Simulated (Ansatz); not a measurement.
Energy needed to pull apart CHNSe (SMILES N#C[SeH]), closed shell, into free ground-state atoms, from the structure below (displaced at random from a GFN2-xTB minimum); no zero-point or spin–orbit terms; open-shell atoms are treated unrestricted, in their ground-state multiplicity.

```
4
angstrom
N 1.0221 -0.3212 1.5993
C 0.4460 -0.2453 0.4707
Se -0.4310 -0.4011 -1.1741
H -1.1577 0.9810 -0.9224
```

Ansatz 0.2.0; basis: def2-TZVPP; cores frozen in the correlated methods. Filled d shells of the heavier atoms are correlated. The def2 sets are not built for correlating such inner shells, so the correlated values are less sure here.

```json
{"method": "PBE-D4", "atomization energy (kcal/mol)": "361.9"}
{"method": "r2SCAN-D4", "atomization energy (kcal/mol)": "336.1"}
{"method": "B97M-V", "atomization energy (kcal/mol)": "335.1"}
{"method": "PBE0-D4", "atomization energy (kcal/mol)": "336.6"}
{"method": "BHLYP-D4", "atomization energy (kcal/mol)": "306.2"}
{"method": "wB97M-V", "atomization energy (kcal/mol)": "?"}
{"method": "HF", "atomization energy (kcal/mol)": "178.8"}
{"method": "MP2", "atomization energy (kcal/mol)": "343.1"}
{"method": "CCSD", "atomization energy (kcal/mol)": "?"}
{"method": "CCSD(T)", "atomization energy (kcal/mol)": "326.7"}
```

Question: What does CCSD give? (Judge from chemistry; the value comes from the calculation.)

Answer: By the calculation: 311.8 kcal/mol, which is about 14.9 kcal/mol less than CCSD(T)/def2-TZVPP.

Question: What does wB97M-V give? (An estimate is asked for; the value comes from the calculation.)

Answer: By the calculation: 334.0 kcal/mol, which is about 7.3 kcal/mol more than CCSD(T)/def2-TZVPP.

In triple zeta the MP2 and coupled-cluster atomization energies are still short of their basis limit by a few kcal/mol a bond, whereas those of the functionals are nearly converged, so these differences are not deviations from converged CCSD(T).

The T1 diagnostic stays at or below 0.015. The restricted Hartree–Fock reference is unstable towards an unrestricted one here.

For scale, one of the runs: CCSD(T)/def2-TZVPP forces, 124 basis functions (an equivalent command: `ansatz run in.yaml --threads 4`). Hardware: 4 CPU threads, shared host. Wall time 42 s; peak host memory 0.96 GiB.
